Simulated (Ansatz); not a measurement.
## Molecular dynamics of LiNb16

input.yaml

```yaml
crystal:
  lattice:
    - [6.6, 0.0, 0.0]
    - [0.0, 6.6, 0.0]
    - [0.0, 0.0, 6.6]
  atoms:
    - { symbol: Nb, position: [-0.01174814, 0.01332623, -0.0100445] }
    - { symbol: Nb, position: [0.48772254, -0.0366902, -0.03993888] }
    - { symbol: Nb, position: [0.00999181, 0.54080251, 0.02927001] }
    - { symbol: Nb, position: [-0.02457938, -0.020034, 0.52299716] }
    - { symbol: Nb, position: [0.26774802, 0.21441046, 0.22481088] }
    - { symbol: Nb, position: [0.53576274, 0.49929767, -0.01441893] }
    - { symbol: Nb, position: [0.48054366, 0.00165869, 0.51280694] }
    - { symbol: Nb, position: [0.83374353, 0.35629874, 0.28174047] }
    - { symbol: Nb, position: [0.02987105, 0.47902571, 0.54077708] }
    - { symbol: Nb, position: [0.244209, 0.75748844, 0.29743537] }
    - { symbol: Nb, position: [0.26435853, 0.22945992, 0.72543634] }
    - { symbol: Nb, position: [0.46623874, 0.46643218, 0.44947614] }
    - { symbol: Nb, position: [0.72597626, 0.77021124, 0.22752451] }
    - { symbol: Nb, position: [0.73954213, 0.24511537, 0.7440537] }
    - { symbol: Nb, position: [0.24381283, 0.74395648, 0.74894818] }
    - { symbol: Nb, position: [0.72233116, 0.74204808, 0.74688461] }
    - { symbol: Li, position: [0.60018762, 0.20673995, 0.16876679] }
basis:
  ecutwfc: 420.0
kpoints:
  mp_grid: { grid: [2, 2, 2] }
hamiltonian:
  xc: pbe
scf:
  occupations: { method: fermi_dirac, width: 0.15 }
  lower_state_search: "off"
md:
  timestep: 1
  n_steps: 300
  ensemble: nve
  temperature: 1680.0
  initial_velocities: maxwell_boltzmann
  seed: 709570
```

Launched with:

```bash
$ ansatz run input.yaml --threads 2 --pin off --max-ram 5120MiB --backend cpu --events-out ev --progress --plain --runs-dir out
```

It goes on from the last frame of an earlier run, with new velocities.

Output, in part (step lines):

```
md step     0: t =     0.00 fs  T =  1680.0 K  F+E_penalty+E_count = -73033.61887420 eV  E_kin = 3.474509 eV  conserved = -73030.14436543 eV  (7 SCF iters)
md step     1: t =     1.00 fs  T =  1668.6 K  F+E_penalty+E_count = -73033.59522605 eV  E_kin = 3.450830 eV  conserved = -73030.14439558 eV  (6 SCF iters)
md step     2: t =     2.00 fs  T =  1661.1 K  F+E_penalty+E_count = -73033.57978297 eV  E_kin = 3.435337 eV  conserved = -73030.14444559 eV  (6 SCF iters)
md step     3: t =     3.00 fs  T =  1657.1 K  F+E_penalty+E_count = -73033.57173532 eV  E_kin = 3.427223 eV  conserved = -73030.14451230 eV  (6 SCF iters)
md step     4: t =     4.00 fs  T =  1656.3 K  F+E_penalty+E_count = -73033.57000740 eV  E_kin = 3.425415 eV  conserved = -73030.14459213 eV  (6 SCF iters)
md step     5: t =     5.00 fs  T =  1657.8 K  F+E_penalty+E_count = -73033.57331563 eV  E_kin = 3.428634 eV  conserved = -73030.14468118 eV  (3 SCF iters)
md step     6: t =     6.00 fs  T =  1661.1 K  F+E_penalty+E_count = -73033.58023268 eV  E_kin = 3.435457 eV  conserved = -73030.14477535 eV  (3 SCF iters)
md step     7: t =     7.00 fs  T =  1665.4 K  F+E_penalty+E_count = -73033.58925526 eV  E_kin = 3.444385 eV  conserved = -73030.14487061 eV  (2 SCF iters)
[... lines left out ...]
md step   299: t =   299.00 fs  T =  1781.6 K  F+E_penalty+E_count = -73033.82962066 eV  E_kin = 3.684578 eV  conserved = -73030.14504312 eV  (3 SCF iters)
md step   300: t =   300.00 fs  T =  1775.1 K  F+E_penalty+E_count = -73033.81610652 eV  E_kin = 3.671126 eV  conserved = -73030.14498043 eV  (6 SCF iters)
```

The steps, from the saved trajectory:

| time (fs) | T (K) | potential energy less start (eV) | conserved less start (meV/atom) |
| --- | --- | --- | --- |
| 0.0 | 1680 | 0.000 | 0.00 |
| 10.0 | 1677 | 0.005 | -0.04 |
| 20.0 | 1595 | 0.176 | -0.04 |
| 30.0 | 1391 | 0.598 | -0.03 |
| 40.0 | 1264 | 0.860 | 0.01 |
| 50.0 | 1539 | 0.290 | -0.05 |
| 60.0 | 1792 | -0.232 | -0.04 |
| 70.0 | 1947 | -0.553 | -0.03 |
| 80.0 | 2174 | -1.023 | -0.03 |
| 90.0 | 2432 | -1.556 | -0.05 |
| 100.0 | 2419 | -1.530 | -0.08 |
| 110.0 | 2171 | -1.015 | 0.00 |
| 120.0 | 2213 | -1.103 | -0.08 |
| 130.0 | 1926 | -0.509 | -0.02 |
| 140.0 | 1775 | -0.197 | -0.01 |
| 150.0 | 1853 | -0.360 | -0.08 |
| 160.0 | 1689 | -0.018 | 0.02 |
| 170.0 | 1966 | -0.594 | -0.09 |
| 180.0 | 1941 | -0.541 | -0.05 |
| 190.0 | 1884 | -0.422 | -0.02 |
| 200.0 | 2060 | -0.787 | -0.07 |
| 210.0 | 2039 | -0.743 | -0.01 |
| 220.0 | 2238 | -1.156 | -0.06 |
| 230.0 | 2311 | -1.306 | -0.03 |
| 240.0 | 2419 | -1.530 | -0.06 |
| 250.0 | 2263 | -1.207 | -0.05 |
| 260.0 | 1901 | -0.457 | -0.02 |
| 270.0 | 1663 | 0.035 | -0.02 |
| 280.0 | 1575 | 0.217 | -0.01 |
| 290.0 | 1737 | -0.119 | -0.05 |
| 300.0 | 1775 | -0.197 | -0.04 |

The run went to its last step. The conserved energy stayed within 0.099 meV per atom of its start (net change -0.036 meV per atom), so the integration is sound. A run of 0.3 ps of so small a system gives no equilibrium averages. Limits of this set-up: coarse k mesh.

Mean squared displacements from the first frame to the last, about the centre of mass: Nb 0.18 Å², Li 4.06 Å².

Last frame:

```xyz
17
Lattice="6.6000 0.0000 0.0000 0.0000 6.6000 0.0000 0.0000 0.0000 6.6000" Properties=species:S:1:pos:R:3
Nb -0.025 -0.045 0.079
Nb 3.508 -0.009 -0.073
Nb 0.229 3.232 0.130
Nb -0.150 -0.124 3.645
Nb 1.239 1.405 2.055
Nb 3.576 3.959 -0.115
Nb 2.993 -0.099 3.248
Nb 5.005 2.026 1.165
Nb 0.016 3.201 3.377
Nb 1.608 4.993 1.748
Nb 1.949 1.441 4.811
Nb 3.324 3.191 3.120
Nb 5.005 4.851 1.772
Nb 4.978 1.648 4.878
Nb 1.638 4.946 5.002
Nb 4.932 4.943 4.742
Li 2.306 2.145 0.268
```

Time of the run: 27 min on 2 threads of Arm Neoverse V1, with other jobs on the host, peak memory 0.93 GiB.
